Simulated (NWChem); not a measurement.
System: CHAlClF$_{3}$; SMILES F[C](F)(F)[AlH][Cl]

The following NWChem deck was run.

```
start job
memory heap 200 mb stack 900 mb global 1100 mb
geometry units angstroms noautosym nocenter noautoz
  Al    -0.888459    -0.625288     0.038076
  C      0.074450     1.148062    -0.030968
  F     -0.766306     2.160868    -0.317061
  F      1.055877     1.191027    -0.947061
  F      0.638187     1.440674     1.158965
  Cl     0.310691    -2.340198     0.043940
  H     -2.455670    -0.725574     0.111233
end
basis spherical
  Al library sto-3g
  C library sto-3g
  F library sto-3g
  Cl library sto-3g
  H library sto-3g
end
dft
  xc hfexch
  iterations 150
end
property
  shielding
end
task dft property
```

NWChem printed, in part:

```
             Northwest Computational Chemistry Package (NWChem) 7.3.0
             --------------------------------------------------------

                             Geometry "geometry" -> ""
                             -------------------------

 Output coordinates in angstroms (scale by  1.889725989 to convert to a.u.)

  No.       Tag          Charge          X              Y              Z
 ---- ---------------- ---------- -------------- -------------- --------------
    1 Al                  13.0000    -0.88845900    -0.62528800     0.03807600
    2 C                    6.0000     0.07445000     1.14806200    -0.03096800
    3 F                    9.0000    -0.76630600     2.16086800    -0.31706100
    4 F                    9.0000     1.05587700     1.19102700    -0.94706100
    5 F                    9.0000     0.63818700     1.44067400     1.15896500
    6 Cl                  17.0000     0.31069100    -2.34019800     0.04394000
    7 H                    1.0000    -2.45567000    -0.72557400     0.11123300

 Effective nuclear repulsion energy (a.u.)     352.4111952482

  xc_inp: hfexch multiplicative factor not found.
                              NWChem Property Module
                              ----------------------

  itol2e modified to match energy
  convergence criterion.

                                 NWChem DFT Module
                                 -----------------

 Summary of "ao basis" -> "ao basis" (spherical)
 ------------------------------------------------------------------------------
       Tag                 Description            Shells   Functions and Types
 ---------------- ------------------------------  ------  ---------------------
 Al                          sto-3g                  5        9   3s2p
 C                           sto-3g                  3        5   2s1p
 F                           sto-3g                  3        5   2s1p
 Cl                          sto-3g                  5        9   3s2p
 H                           sto-3g                  1        1   1s

  itol2e modified to match energy
  convergence criterion.

            General Information
            -------------------
          SCF calculation type: DFT
          Wavefunction type:  closed shell.
          No. of atoms     :     7
          No. of electrons :    64
           Alpha electrons :    32
            Beta electrons :    32
          Charge           :     0
          Spin multiplicity:     1
          Use of symmetry is: off; symmetry adaption is: off
          Maximum number of iterations: 150
          AO basis - number of functions:    39
                     number of shells:    23
          Convergence on energy requested:  1.00D-07
          Convergence on density requested:  1.00D-05
          Convergence on gradient requested:  5.00D-04

              XC Information
              --------------
                     Hartree-Fock (Exact) Exchange  1.000

      Superposition of Atomic Density Guess
      -------------------------------------

 Sum of atomic energies:       -1025.06625812

      Non-variational initial energy
      ------------------------------

 Total energy =   -1025.065318
 1-e energy   =   -2137.788458
 2-e energy   =     760.311944
 HOMO         =      -0.107797
 LUMO         =       0.307503

   convergence    iter        energy       DeltaE   RMS-Dens  Diis-err
 ---------------- ----- ----------------- --------- --------- ---------
 d= 0,ls=0.0,diis     1  -1025.5806627996 -1.38D+03  3.48D-02  1.09D+00
 d= 0,ls=0.0,diis     2  -1025.7825645180 -2.02D-01  7.71D-03  9.62D-02
 d= 0,ls=0.0,diis     3  -1025.7986199079 -1.61D-02  3.19D-03  3.69D-03
 d= 0,ls=0.0,diis     4  -1025.7999863487 -1.37D-03  5.18D-04  1.07D-04
 d= 0,ls=0.0,diis     5  -1025.8000232951 -3.69D-05  9.48D-05  3.78D-06
  Resetting Diis
 d= 0,ls=0.0,diis     6  -1025.8000246540 -1.36D-06  1.70D-05  9.62D-08
 d= 0,ls=0.0,diis     7  -1025.8000246890 -3.50D-08  1.79D-06  2.36D-09

[...]

          -----------------------------------------
          Chemical Shielding Tensors (GIAO, in ppm)
          -----------------------------------------

                                NWChem CPHF Module
                                ------------------

  scftype          =     RHF
  nclosed          =       32
  nopen            =        0
  variables        =      224
  # of vectors     =        3
  tolerance        = 0.10D-03
  level shift      = 0.00D+00
  max iterations   =       50
  max subspace     =       30

 SCF residual:    2.8995076892042551E-005

Iterative solution of linear equations
  No. of variables      224
  No. of equations        3
  Maximum subspace       30
        Iterations       50
       Convergence  1.0D-04

   iter   nsub   residual    time
   ----  ------  --------  ---------
     1      3    1.19D+00       2.2
     2      6    9.97D-02       2.5
     3      9    1.51D-02       2.7
     4     12    4.42D-03       2.9
     5     15    8.43D-04       3.2
     6     18    1.95D-04       3.4
     7     21    1.67D-05       3.6

      Atom:    1  Al
        Diamagnetic
    776.1930     -1.3155      0.2496
     -1.3155    784.2765     -0.0098
      0.2496     -0.0098    779.4617

        Paramagnetic
   -341.9102     18.2184      0.9355
     18.2184   -416.8232      3.4371
      0.9355      3.4371   -281.0234

        Total Shielding Tensor
    434.2828     16.9029      1.1851
     16.9029    367.4533      3.4273
      1.1851      3.4273    498.4383

           isotropic =     433.3915
          anisotropy =      97.7686

          Principal Components and Axis System
                 1           2           3
              498.5705    438.2518    363.3521

      1         0.0262      0.9725     -0.2314
      2         0.0295      0.2306      0.9726
      3         0.9992     -0.0323     -0.0226

      Atom:    2  C
        Diamagnetic
    255.6970      0.1989     -0.1348
      0.1989    258.1228     -0.1881
     -0.1348     -0.1881    255.6707

        Paramagnetic
   -110.1693     -6.3756      0.2957
     -6.3756   -118.9148      0.5405
      0.2957      0.5405   -107.8211

        Total Shielding Tensor
    145.5277     -6.1767      0.1609
     -6.1767    139.2080      0.3524
      0.1609      0.3524    147.8496

           isotropic =     144.1951
          anisotropy =       7.6685

          Principal Components and Axis System
                 1           2           3
              149.3074    147.8600    135.4179

      1         0.8522      0.0436      0.5215
      2        -0.5223      0.0096      0.8527
      3        -0.0322      0.9990     -0.0309

      Atom:    3  F
        Diamagnetic
    458.8505    -21.8476      6.1885
    -21.8476    467.6857     -7.4999
      6.1885     -7.4999    442.7862

        Paramagnetic
    -33.9375     35.3594    -23.0565
     35.3594    -14.9582     16.1406
    -23.0565     16.1406     53.3041

        Total Shielding Tensor
    424.9130     13.5118    -16.8680
     13.5118    452.7275      8.6407
    -16.8680      8.6407    496.0903

           isotropic =     457.9102
          anisotropy =      63.9588

          Principal Components and Axis System
                 1           2           3
              500.5495    458.1517    415.0296

      1        -0.1955      0.3917      0.8991
      2         0.1206      0.9194     -0.3743
      3         0.9733     -0.0353      0.2270

      Atom:    4  F
        Diamagnetic
    464.9142      1.3578    -23.3132
      1.3578    441.8815     -1.3819
    -23.3132     -1.3819    461.9204

        Paramagnetic
     -3.6707     -0.8472     61.4904
     -0.8472     16.7964    -21.9769
     61.4904    -21.9769     -8.8877

        Total Shielding Tensor
    461.2434      0.5106     38.1772
      0.5106    458.6779    -23.3587
     38.1772    -23.3587    453.0328

           isotropic =     457.6514
          anisotropy =      65.7446

          Principal Components and Axis System
                 1           2           3
              501.4811    459.8249    411.6481

      1         0.6390      0.5177     -0.5689
      2        -0.3626      0.8550      0.3708
      3         0.6784     -0.0307      0.7341

      Atom:    5  F
        Diamagnetic
    448.5532      4.3175     17.0955
      4.3175    444.1623      9.1070
     17.0955      9.1070    476.7515

        Paramagnetic
     36.5649    -19.1649    -36.1225
    -19.1649     21.6887      6.4263
    -36.1225      6.4263    -58.3029

        Total Shielding Tensor
    485.1180    -14.8474    -19.0270
    -14.8474    465.8511     15.5333
    -19.0270     15.5333    418.4486

           isotropic =     456.4725
          anisotropy =      65.7994

          Principal Components and Axis System
                 1           2           3
              500.3388    458.1559    410.9229

      1         0.8275      0.5239      0.2019
      2        -0.4842      0.8480     -0.2156
      3        -0.2841      0.0807      0.9554

      Atom:    6  Cl
        Diamagnetic
   1129.9260     -3.3488      0.0084
     -3.3488   1134.7800     -0.0732
      0.0084     -0.0732   1127.8452

        Paramagnetic
     -2.6721     29.1134      7.6525
     29.1134    -32.4958      5.5940
      7.6525      5.5940    195.9581

        Total Shielding Tensor
   1127.2539     25.7646      7.6608
     25.7646   1102.2843      5.5208
      7.6608      5.5208   1323.8034

           isotropic =    1184.4472
          anisotropy =     209.7729

          Principal Components and Axis System
                 1           2           3
             1324.2958   1142.9084   1086.1374

      1         0.0427      0.8465     -0.5306
      2         0.0298      0.5298      0.8476
      3         0.9986     -0.0520     -0.0026

      Atom:    7  H
        Diamagnetic
     37.6712      0.7578     -0.4996
      0.7578     27.7821     -0.0869
     -0.4996     -0.0869     26.2082

[...]
```

Level: Hartree-Fock/STO-3G, GIAO. STO-3G and 3-21G are far too small for this property and stand as cheap habits. Structure relaxed at the PBE0/def2-SVP level. The printed shielding anisotropy is the first printed principal value minus the mean of the other two.
